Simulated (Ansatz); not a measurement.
`[F][Sn-]1[O]C=CC=[O+]1`. Charge 0, multiplicity 1. Sn takes the def2 core potential. All single points use the PBE0-D4/def2-TZVP geometry.

```xyz
10

F     1.210   -2.450    0.436
Sn    0.836   -1.800   -1.363
O     1.509    0.167   -0.770
C     0.899    0.964   -0.003
C    -0.413    0.876    0.448
C    -1.311   -0.115    0.067
O    -1.097   -1.105   -0.688
H     1.480    1.835    0.324
H    -0.774    1.656    1.104
H    -2.338   -0.029    0.445
```

Question: What is the dipole moment at ωB97M-V/def2-TZVPP? (Best estimate.)

Answer: Ansatz gave: 3.05 D, with components (-1.28, 2.56, -1.05) D in this frame, pointing from negative to positive charge.

Question: And with PBE, r2SCAN, B3LYP? (Best estimate.)

Answer: The calculation gave: PBE 2.85 D, r2SCAN 2.98 D, B3LYP 3.05 D.

Question: Give the Mulliken charges with ωB97M-V, PBE, r2SCAN in def2-TZVPP. (An estimate is asked.)

Answer: Ansatz gave: 
```csv
atom,ωB97M-V,PBE,r2SCAN
F1,-0.52,-0.47,-0.51
Sn2,0.89,0.81,0.88
O3,-0.46,-0.37,-0.45
C4,0.22,0.15,0.26
C5,-0.23,-0.19,-0.22
C6,0.22,0.15,0.26
O7,-0.46,-0.37,-0.45
H8,0.11,0.09,0.08
H9,0.10,0.10,0.08
H10,0.11,0.09,0.08
```

B3LYP here is the variant with VWN-RPA as its local correlation; programs differ in this.
